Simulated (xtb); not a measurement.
xtb input (GFN2-xTB):

```bash
xtb mol.xyz --gfn 2 --sp --chrg 0 --uhf 0
```
mol.xyz:
```
8

F     -1.41283264     0.50318779    -0.91452087
C     -0.75314035    -0.19074546     0.01355477
F     -1.26852215     0.08451845     1.21216775
F     -0.89488974    -1.49345035    -0.23328280
C      0.75314035     0.19074546    -0.01355477
F      0.89488974     1.49345035     0.23328280
F      1.26852215    -0.08451845    -1.21216775
F      1.41283264    -0.50318779     0.91452087
```

Output:

```
           -------------------------------------------------
          |                Calculation Setup                |
           -------------------------------------------------

           -------------------------------------------------
          |                 G F N 2 - x T B                 |
           -------------------------------------------------

        Reference                      10.1021/acs.jctc.8b01176
      * Hamiltonian:
        H0-scaling (s, p, d)           1.850000    2.230000    2.230000
        zeta-weighting                 0.500000
      * Dispersion:
        s8                             2.700000
        a1                             0.520000
        a2                             5.000000
        s9                             5.000000
      * Repulsion:
        kExp                           1.500000    1.000000
        rExp                           1.000000
      * Coulomb:
        alpha                          2.000000
        third order                    shell-resolved
        anisotropic                    true
        a3                             3.000000
        a5                             4.000000
        cn-shift                       1.200000
        cn-exp                         4.000000
        max-rad                        5.000000

          ...................................................
          :                      SETUP                      :
          :.................................................:
          :  # basis functions                  32          :
          :  # atomic orbitals                  32          :
          :  # shells                           16          :
          :  # electrons                        50          :
          :  max. iterations                   250          :
          :  Hamiltonian                  GFN2-xTB          :
          :  restarted?                      false          :
          :  GBSA solvation                  false          :
          :  PC potential                    false          :
          :  electronic temp.          300.0000000     K    :
          :  accuracy                    1.0000000          :
          :  -> integral cutoff          0.2500000E+02      :
          :  -> integral neglect         0.1000000E-07      :
          :  -> SCF convergence          0.1000000E-05 Eh   :
          :  -> wf. convergence          0.1000000E-03 e    :
          :  Broyden damping             0.4000000          :
          :  net charge                          0          :
          :  unpaired electrons                  0          :
          ...................................................

 iter      E             dE          RMSdq      gap      omega  full diag
   1    -32.6728660 -0.326729E+02  0.548E+00   13.67       0.0  T
   2    -32.7398159 -0.669499E-01  0.275E+00   12.66       1.0  T
   3    -32.7416636 -0.184766E-02  0.144E+00   13.00       1.0  T
   4    -32.7421014 -0.437831E-03  0.321E-02   13.03       1.1  T
   5    -32.7421042 -0.277898E-05  0.149E-02   13.02       2.4  T
   6    -32.7421050 -0.837097E-06  0.111E-03   13.03      31.8  T
   7    -32.7421051 -0.825394E-08  0.159E-04   13.03     221.8  T
   8    -32.7421051 -0.702727E-10  0.950E-06   13.03    3720.0  T

   *** convergence criteria satisfied after 8 iterations ***

         #    Occupation            Energy/Eh            Energy/eV
      -------------------------------------------------------------
         1        2.0000           -0.9436338             -25.6776
       ...           ...                  ...                  ...
        19        2.0000           -0.5949472             -16.1893
        20        2.0000           -0.5945778             -16.1793
        21        2.0000           -0.5945778             -16.1793
        22        2.0000           -0.5939860             -16.1632
        23        2.0000           -0.5939860             -16.1632
        24        2.0000           -0.5937977             -16.1581
        25        2.0000           -0.5403337             -14.7032 (HOMO)
        26                         -0.0615995              -1.6762 (LUMO)
        27                         -0.0506551              -1.3784
        28                         -0.0506551              -1.3784
        29                          0.0320198               0.8713
        30                          0.0440266               1.1980
       ...                                ...                  ...
        32                          0.1183218               3.2197
      -------------------------------------------------------------
                  HL-Gap            0.4787342 Eh           13.0270 eV
             Fermi-level           -0.3009666 Eh           -8.1897 eV

 SCC (total)                   0 d,  0 h,  0 min,  0.006 sec
 SCC setup                      ...        0 min,  0.000 sec (  1.443%)
 Dispersion                     ...        0 min,  0.000 sec (  0.572%)
 classical contributions        ...        0 min,  0.000 sec (  0.241%)
 integral evaluation            ...        0 min,  0.001 sec ( 19.673%)
 iterations                     ...        0 min,  0.002 sec ( 39.321%)
 molecular gradient             ...        0 min,  0.002 sec ( 37.029%)
 printout                       ...        0 min,  0.000 sec (  1.580%)

         :::::::::::::::::::::::::::::::::::::::::::::::::::::
         ::                     SUMMARY                     ::
         :::::::::::::::::::::::::::::::::::::::::::::::::::::
         :: total energy             -32.663025035803 Eh    ::
         :: gradient norm              0.015346649479 Eh/a0 ::
         :: HOMO-LUMO gap             13.027021526314 eV    ::
         ::.................................................::
         :: SCC energy               -32.742104002400 Eh    ::
         :: -> isotropic ES            0.081885254439 Eh    ::
         :: -> anisotropic ES          0.008016226893 Eh    ::
         :: -> anisotropic XC         -0.042124662908 Eh    ::
         :: -> dispersion             -0.004109975500 Eh    ::
         :: repulsion energy           0.079078966597 Eh    ::
         :: add. restraining           0.000000000000 Eh    ::
         :: total charge               0.000000000000 e     ::
         :::::::::::::::::::::::::::::::::::::::::::::::::::::

           -------------------------------------------------
          |                Property Printout                |
           -------------------------------------------------

    * Orbital Energies and Occupations

         #    Occupation            Energy/Eh            Energy/eV
      -------------------------------------------------------------
         1        2.0000           -0.9436338             -25.6776
       ...           ...                  ...                  ...
        13        2.0000           -0.6742819             -18.3481
        14        2.0000           -0.6241706             -16.9845
        15        2.0000           -0.6059772             -16.4895
        16        2.0000           -0.6059772             -16.4895
        17        2.0000           -0.6059125             -16.4877
        18        2.0000           -0.6059125             -16.4877
        19        2.0000           -0.5949472             -16.1893
        20        2.0000           -0.5945778             -16.1793
        21        2.0000           -0.5945778             -16.1793
        22        2.0000           -0.5939860             -16.1632
        23        2.0000           -0.5939860             -16.1632
        24        2.0000           -0.5937977             -16.1581
        25        2.0000           -0.5403337             -14.7032 (HOMO)
        26                         -0.0615995              -1.6762 (LUMO)
Note: The following floating-point exceptions are signalling: IEEE_UNDERFLOW_FLAG IEEE_DENORMAL
normal termination of xtb
        27                         -0.0506551              -1.3784
        28                         -0.0506551              -1.3784
        29                          0.0320198               0.8713
        30                          0.0440266               1.1980
        31                          0.1183218               3.2197
        32                          0.1183218               3.2197
      -------------------------------------------------------------
                  HL-Gap            0.4787342 Eh           13.0270 eV
             Fermi-level           -0.3009666 Eh           -8.1897 eV

     #   Z          covCN         q      C6AA      α(0)
     1   9 F        0.789    -0.160    10.835     3.888
     2   6 C        3.328     0.481    17.457     6.634
     3   9 F        0.789    -0.160    10.835     3.888
     4   9 F        0.789    -0.160    10.835     3.888
     5   6 C        3.328     0.481    17.457     6.634
     6   9 F        0.789    -0.160    10.835     3.888
     7   9 F        0.789    -0.160    10.835     3.888
     8   9 F        0.789    -0.160    10.835     3.888

 Mol. C6AA /au·bohr⁶  :        779.526409
 Mol. C8AA /au·bohr⁸  :      15804.713977
 Mol. α(0) /au        :         36.597765

Wiberg/Mayer (AO) data.
largest (>0.10) Wiberg bond orders for each atom

 ---------------------------------------------------------------------------
     #   Z sym  total        # sym  WBO       # sym  WBO       # sym  WBO
 ---------------------------------------------------------------------------
     1   9 F    1.111 --     2 C    0.976
     2   6 C    3.881 --     1 F    0.976     3 F    0.976     4 F    0.976
                             5 C    0.880
     3   9 F    1.111 --     2 C    0.976
     4   9 F    1.111 --     2 C    0.976
     5   6 C    3.881 --     8 F    0.976     7 F    0.976     6 F    0.976
                             2 C    0.880
     6   9 F    1.111 --     5 C    0.976
     7   9 F    1.111 --     5 C    0.976
     8   9 F    1.111 --     5 C    0.976
 ---------------------------------------------------------------------------

Topologies differ in total number of bonds
Writing topology from bond orders to xtbtopo.mol

molecular dipole:
                 x           y           z       tot (Debye)
 q only:       -0.000       0.000       0.000
   full:       -0.000       0.000       0.000       0.000
molecular quadrupole (traceless):
                xx          xy          yy          xz          yz          zz
 q only:       -0.383      -0.150       0.172       0.011       0.003       0.210
  q+dip:        1.313       0.516      -0.592      -0.037      -0.009      -0.722
   full:        0.716       0.281      -0.322      -0.020      -0.005      -0.393

           -------------------------------------------------
          | TOTAL ENERGY              -32.663025035803 Eh   |
          | GRADIENT NORM               0.015346649479 Eh/α |
          | HOMO-LUMO GAP              13.027021526314 eV   |
           -------------------------------------------------

------------------------------------------------------------------------
------------------------------------------------------------------------
 total:
 SCF:
```
